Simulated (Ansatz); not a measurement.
SbH2Me (CH5Sb). Total charge 0; singlet. Geometry PBE0-D4/def2-TZVP; atoms count from 1.

```xyz
7

Sb    0.137    1.389    0.037
H     1.352    1.134   -1.141
H    -1.082    1.377   -1.164
C    -0.076   -0.713    0.499
H     0.785   -1.030    1.087
H    -0.139   -1.307   -0.410
H    -0.979   -0.850    1.093
```

In the def2 sets Sb takes a core potential; there is no spin–orbit coupling.

Estimate the Mulliken populations from the PBE0/def2-TZVP orbitals of Ansatz.


| atom | charge (e) |
| --- | --- |
| Sb1 | 0.18 |
| H2 | -0.02 |
| H3 | -0.02 |
| C4 | -0.58 |
| H5 | 0.14 |
| H6 | 0.15 |
| H7 | 0.14 |
Mulliken values depend strongly on the basis.

And the Mayer bond orders between heavy atoms (over 0.3)?

Sb1–C4 0.98 (2.16 Å).
